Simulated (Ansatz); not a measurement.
**CH3Se (SMILES C[Se]): where methods fail along a bond**

CH3Se has 5 atoms, charge 0, and is taken as a doublet. As SMILES, `C[Se]`. Geometry: a GFN2-xTB relaxation, a rough one for these elements and not checked as a minimum.

```xyz
5

C    -0.1199   -0.1077    0.0775
Se    1.1888    1.0638   -0.7660
H     0.1858   -1.1400   -0.0678
H    -0.1654    0.1223    1.1385
H    -1.0894    0.0616   -0.3822
```

The C1–H5 distance is scanned; the parts on either side stay rigid. Basis STO-3G, 10 core orbitals frozen in the correlated methods; program Ansatz 0.2.0. FCI is exact within this basis and core. Energies in eV from each method's value at 1.086 Å; open shells run as named; a dash marks a point that is missing or didn't converge. The shape above is that at 1.086 Å.

At 2.72 Å, estimate the order of these methods by their error in the energy rise against FCI, smallest first.
A. UCCSD(T)
B. UCCSDT(Q)
C. UMP2

B (0.01 eV), A (0.06 eV), C (0.50 eV).

```json
{"distance (Å)": "1.086", "UMP2": "0.00", "UCCSD(T)": "0.00", "UCCSDT(Q)": "0.00", "FCI": "0.00"}
{"distance (Å)": "1.358", "UMP2": "0.91", "UCCSD(T)": "0.79", "UCCSDT(Q)": "0.79", "FCI": "0.78"}
{"distance (Å)": "1.629", "UMP2": "2.94", "UCCSD(T)": "2.35", "UCCSDT(Q)": "2.33", "FCI": "2.32"}
{"distance (Å)": "2.173", "UMP2": "4.79", "UCCSD(T)": "4.39", "UCCSDT(Q)": "4.35", "FCI": "4.34"}
{"distance (Å)": "2.716", "UMP2": "5.02", "UCCSD(T)": "4.58", "UCCSDT(Q)": "4.52", "FCI": "4.52"}
```
